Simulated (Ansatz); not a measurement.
Ansatz results at the PBE0-D4/def2-TZVP geometry: size of the dipole moment (B3LYP/def2-TZVPP) 3.16 D; HOMO–LUMO gap (PBE0/def2-TZVPP) 6.24 eV; HOMO–LUMO gap (ωB97M-V/def2-TZVPP) 10.22 eV.

(1) Which molecule gave them?
A. `C[C](C)([AlH2])S`
B. `BN[SiH]1CN1`
C. `ClC1(Cl)O[SiH2]1`
D. `[SiH3]C[SiH]1CC1`

## Answers

(1) C. The others give `[SiH3]C[SiH]1CC1`: 0.85, 7.15, 10.85; `C[C](C)([AlH2])S`: 1.63, 5.23, 9.05; `BN[SiH]1CN1`: 1.02, 6.56, 10.70.

B3LYP here is the variant with VWN-RPA as its local correlation; programs differ in this.
